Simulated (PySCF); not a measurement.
# Dipole response of Xe²⁺ (xenon, charge +2)

[Kr] 4d10 5s2 5p3 5d1, high-spin 5D determinant (an excited configuration). Computed with PySCF 2.14 in aug-cc-pVQZ-PP with ECP28MDF (7s7p5d3f2g, 92 functions), with scalar relativity through the core potential. Coupled (time-dependent) response in atomic units; α is the mean over directions.

```
method  mean α (bohr³)         α xx, yy, zz  C₆ (like pair)  S(−4)
  BLYP           25.75  30.75, 30.75, 15.74           179.9  470.9
 B97-3           24.61  29.08, 29.08, 15.65           174.2  366.3
```

S(−4) is the Cauchy moment in α(ω) = α(0) + S(−4) ω² + …

Spin-orbit coupling is absent.

α(iu) at B97-3:

| u (hartree) | α(iu) (bohr³) |
| --- | --- |
| 0 | 24.61 |
| 0.0500 | 23.75 |
| 0.100 | 21.76 |
| 0.200 | 17.45 |
| 0.300 | 14.13 |
| 0.500 | 9.736 |
| 0.750 | 6.514 |
| 1.00 | 4.623 |
| 1.50 | 2.692 |
| 2.00 | 1.797 |
| 3.00 | 1.005 |
| 5.00 | 0.4660 |

A single London oscillator, α(iu) = α/(1 + u²/ω²), gives C₆ = (3/4) ω α². Matching the computed C₆ needs ω = 4 × 174.2 / (3 × 24.61²) = 0.383 hartree.

For an ion, C₆ is the dispersion term alone; charge-induced terms of lower order in 1/R come first.

The components differ because the open shell of this determinant is not spherical; for a pure term their mean is the scalar polarisability.

Energies and moments cover only the electrons outside the core potential. The outer electron is Rydberg-like, and this basis confines it to a smaller radius and binds it less than a complete one would.
